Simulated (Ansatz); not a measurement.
The same path of FH3O3Zr + H (9 atoms, charge 0, multiplicity 2) was run twice with different band settings. Made: O5–H9.

Method: UKS B3LYP-D4/def2-SVP (Ansatz).

Relaxed end points:

```xyz
9
Properties=species:S:1:pos:R:3
Zr -0.106 -0.152 0.015
F 0.060 0.161 1.912
O 1.663 -0.293 -0.738
H 2.502 -0.390 -1.190
O -1.057 1.332 -0.768
H -1.536 2.019 -1.233
O -1.084 -1.793 -0.248
H -1.564 -2.598 -0.446
H 0.030 0.065 4.674
```

```xyz
9
Properties=species:S:1:pos:R:3
Zr -0.141 -0.724 0.278
F -0.487 -0.490 2.207
O 1.221 -0.239 -1.019
H 2.038 -0.034 -1.475
O -0.232 1.600 0.798
H -0.666 2.286 0.273
O -0.905 -2.426 -0.201
H -1.293 -3.222 -0.568
H -0.627 1.601 1.686
```

Common settings: spring 5.0 eV/Å²; optimiser quadratic models (default); start path through a guess of the saddle point; force threshold 0.03 eV/Å; iteration limit 60; end points relaxed.

| run | movable images | climbing image |
| --- | --- | --- |
| 1 | 5 | yes |
| 2 | 1 | no |

**Question.** What does each run give, and how far can it be trusted?

**Answer.** Run 1: converged after 38 iterations, highest image 0.683 eV above the first end. A vibrational analysis at the climbing image gives one clearly imaginary mode, 155i cm⁻¹: a first-order saddle point.
Run 2: converged after 22 iterations, highest image 0.679 eV above the first end. No image climbed, so the highest image needn't sit at the top of the path. So few images can step over the top or miss a turn of the path.
